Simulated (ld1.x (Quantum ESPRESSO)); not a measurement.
# Transferability test, TM potential for Al

ld1.x (Quantum ESPRESSO) 7.5 input, shortened:

```
&input
   title='Al', zed=13., rel=1, dft='PBE', iswitch=3,
   config='[Ne] 3s2 3p1'
 /
 &inputp
   pseudotype=2, tm=.true., lloc=1,
   nlcc=.true., new_core_ps=.true., rcore=1.30
 /
2
3S  1  0   2.00   0.00  1.85  1.85  0.0
3P  2  1   1.00   0.00  2.60  2.60  0.0
 &test
   configts(1)='3s2 3p1'
 /
```

Energies are relative to the spin-unpolarised reference configuration 3s2 3p1; without spin polarisation the order of configurations can differ from experiment. The frozen-core shift is the all-electron ΔE with the core orbitals held at their reference shape minus the fully relaxed ΔE.

| valence configuration | charge | ΔE all-electron (eV) | error AE − PS (meV) | frozen-core shift (meV) |
| --- | --- | --- | --- | --- |
| 3s2 3p0 | +1 | 5.761 | +0.2 | +0.9 |
| 3s1 3p0 | +2 | 24.987 | +5.0 | +20 |
| 3s2 3p0.5 | +0.5 | 2.086 | 0.0 | +0.1 |
| 3s1 3p1 | +1 | 11.571 | +0.9 | +4.3 |
| 3s2 3p1.3 | -0.3 | -0.575 | 0.0 | 0.0 |
| 3s0 3p3 | 0 | 10.451 | -7.0 | +5.9 |

Q: What are ΔE and the potential's error for 3s1 3p2?

A: ΔE = 5.139 eV all-electron; the error (AE − PS) is -1.9 meV.
